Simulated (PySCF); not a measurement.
Geometry (Å), atoms numbered from 1 in this order:
```xyz
15

F    -0.6241   -2.1080    0.2874
C    -0.9986   -0.8521    0.6680
C    -2.1330   -0.3008   -0.1324
C    -1.7389    0.8572   -0.6645
O    -0.4714    1.2320   -0.3578
C     0.1242    0.1882    0.3789
O     1.1180   -0.4351   -0.3812
C     2.3550    0.0922   -0.3358
F     3.1383   -0.6486   -1.0893
F     2.8415    0.1009    0.9099
F     2.3921    1.3467   -0.7752
H    -1.2142   -0.8929    1.7502
H    -3.1044   -0.7764   -0.2451
H    -2.2798    1.5627   -1.2955
H     0.5613    0.6229    1.2891
```

One averaged value for each set of equivalent atoms, a single conformation, no solvent model, non-relativistic. Geometry: PBE0-D3(BJ)/def2-SVP; shielding tensors at PBE0/pcSseg-1 (GIAO); J couplings at B3LYP/pcJ-1 (spin–dipole term only in couplings to heteroatoms); PySCF 2.14.

Predict the 2D correlation tables (HSQC, COSY, HMBC).

Answers



HSQC (one-bond C–H):
```csv
δH,δC,"¹J(C,H) (Hz)"
6.54 (H14),157.6 (C4),204
5.67 (H12),92.4 (C2),166
5.43 (H15),96.2 (C6),181
5.39 (H13),105.1 (C3),193
```

COSY cross peaks (|J| ≥ 2 Hz):
```csv
δH,δH,abs. J (Hz),bonds
6.54 (H14),5.67 (H12),2.3,4
6.54 (H14),5.39 (H13),3.9,3
5.67 (H12),5.43 (H15),8.0,3
5.67 (H12),5.39 (H13),2.6,3
```

HMBC (two and three bonds, |J| ≥ 2.5 Hz):
```csv
δH,δC [abs. J in Hz]
6.54 (H14),"105.1 (C3) [12.0], 96.2 (C6) [9.7], 92.4 (C2) [7.8]"
5.67 (H12),"157.6 (C4) [4.9], 96.2 (C6) [7.7]"
5.43 (H15),"157.6 (C4) [4.4], 127.9 (C8) [4.1], 105.1 (C3) [2.8], 92.4 (C2) [4.8]"
5.39 (H13),"157.6 (C4) [11.4], 96.2 (C6) [7.0], 92.4 (C2) [4.1]"
```

Referencing at the same level of theory: TMS for ¹H (31.27 ppm) and ¹³C (184.41 ppm).

Common functionals overestimate the size of one-bond C–F couplings by tens of Hz; these are unscaled. Unscaled 3J(H,H) at this level run about 10 % above measured values. Shifts are as computed. Against solution values, carbons near 30 ppm lie about +2 ppm off and those near 130 ppm about +5 ppm. Of 1313 compounds with measured shifts, 239 miss one by over three times the rms of a fit or turn the order of signals round; such compounds aren't used in these exercises.
